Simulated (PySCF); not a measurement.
Compound: VOCl3 (singlet state).
Numbering: `[O:1]=[V:2]([Cl:3])([Cl:4])[Cl:5]`

Method: PBE0-D3(BJ)/def2-SVP geometry optimisation, gas phase in PySCF 2.14.0.

Question: Give the optimised bond lengths and angles.

Answer: 
```tsv
bond	length (pm)	order
O1=V2	152.7	double
V2–Cl3, V2–Cl4, V2–Cl5	212.7	single
```

Bonds in one row agree within 1 pm and their mean is given. Orders are formal, as drawn. A selection of angles:
```tsv
angle	degrees
O1–V2–Cl3	108.2
Cl3–V2–Cl4	110.2
Cl3–V2–Cl5	111.3
```

V2 (vanadium bonded to 3 Cl and O) is tetrahedral (angles from 107.9° to 111.3°). All 3 Cl–V bonds measure 2.125 to 2.128 Å.

Point group: C3v (tolerance 0.08 Å). No PBE0-D3(BJ)/def2-SVP frequencies stand behind this structure, so it isn't proved a minimum.

Hardware: one thread, AMD EPYC 9R45 (x86_64) (shared host). Cost: 28 s, 0.43 GiB resident at most. These figures are those of the optimisation.
